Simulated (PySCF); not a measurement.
Molfile (atoms numbered from 1):
```
C9H12O
     RDKit          3D

 22 22  0  0  0  0  0  0  0  0999 V2000
   -3.6797    0.1341    1.5370 C   0  0  0  0  0  0  0  0  0  0  0  0
   -3.0184   -0.5953    0.3704 C   0  0  0  0  0  0  0  0  0  0  0  0
   -1.5428   -0.3152    0.2662 C   0  0  0  0  0  0  0  0  0  0  0  0
   -0.6036   -1.1008    0.9352 C   0  0  0  0  0  0  0  0  0  0  0  0
    0.7634   -0.8209    0.8858 C   0  0  0  0  0  0  0  0  0  0  0  0
    1.2191    0.2774    0.1503 C   0  0  0  0  0  0  0  0  0  0  0  0
    2.5161    0.6362    0.0343 O   0  0  0  0  0  0  0  0  0  0  0  0
    3.4845   -0.1249    0.6953 C   0  0  0  0  0  0  0  0  0  0  0  0
    0.2903    1.0773   -0.5284 C   0  0  0  0  0  0  0  0  0  0  0  0
   -1.0633    0.7809   -0.4659 C   0  0  0  0  0  0  0  0  0  0  0  0
   -3.5568    1.2240    1.4413 H   0  0  0  0  0  0  0  0  0  0  0  0
   -3.2265   -0.1634    2.4953 H   0  0  0  0  0  0  0  0  0  0  0  0
   -4.7580   -0.0835    1.5880 H   0  0  0  0  0  0  0  0  0  0  0  0
   -3.1777   -1.6808    0.4775 H   0  0  0  0  0  0  0  0  0  0  0  0
   -3.5123   -0.3044   -0.5713 H   0  0  0  0  0  0  0  0  0  0  0  0
   -0.9428   -1.9658    1.5129 H   0  0  0  0  0  0  0  0  0  0  0  0
    1.4604   -1.4672    1.4200 H   0  0  0  0  0  0  0  0  0  0  0  0
    3.3318   -0.1271    1.7895 H   0  0  0  0  0  0  0  0  0  0  0  0
    3.5010   -1.1711    0.3404 H   0  0  0  0  0  0  0  0  0  0  0  0
    4.4551    0.3377    0.4750 H   0  0  0  0  0  0  0  0  0  0  0  0
    0.6624    1.9275   -1.1032 H   0  0  0  0  0  0  0  0  0  0  0  0
   -1.7724    1.4160   -1.0052 H   0  0  0  0  0  0  0  0  0  0  0  0
  1  2  1  0
  2  3  1  0
  3  4  1  0
  4  5  2  0
  5  6  1  0
  6  7  1  0
  7  8  1  0
  6  9  2  0
  9 10  1  0
 10  3  2  0
  1 11  1  0
  1 12  1  0
  1 13  1  0
  2 14  1  0
  2 15  1  0
  4 16  1  0
  5 17  1  0
  8 18  1  0
  8 19  1  0
  8 20  1  0
  9 21  1  0
 10 22  1  0
M  END
```

Geometry: PBE0-D3(BJ)/def2-SVP; GIAO absolute shieldings from PySCF 2.14, gas phase, non-relativistic, averaged over equivalent atoms.

At PBE0/pcSseg-1 (230 basis functions, 69 s wall time on 1 thread of an Arm Neoverse V1, shared host):
| atoms | σ (ppm) |
| --- | --- |
| C6 | 21.6 |
| C3 | 43.4 |
| C4/C10 | 49.4 |
| C5/C9 | 67.2 |
| C8 | 130.7 |
| C2 | 151.9 |
| C1 | 163.0 |
| O7 | 235.0 |
| H16/H22 | 24.06 |
| H17/H21 | 24.48 |
| H18/H19/H20 | 27.63 |
| H14/H15 | 28.87 |
| H11/H12/H13 | 30.17 |

**Question.** Predict the values at wB97X-D/pcSseg-1 on the same geometry.

**Answer.** 
```tsv
atoms	σ at wB97X-D/pcSseg-1	change
C6	20.1	-1.5
C3	42.4	-1.0
C4/C10	48.1	-1.3
C5/C9	66.3	-0.9
C8	130.3	-0.4
C2	152.9	+1.0
C1	162.9	-0.1
O7	242.3	+7.3
H16/H22	24.15	+0.09
H17/H21	24.57	+0.09
H18/H19/H20	27.76	+0.13
H14/H15	29.03	+0.16
H11/H12/H13	30.27	+0.10
```

The largest change is at O7 (ether oxygen). Cost: 230 basis functions, 81 s wall time on 1 thread of an Arm Neoverse V1, shared host. The order of the carbon signals is the same at both levels.

The carbons averaged at δ 117.2 differ by 11 ppm in this conformer.
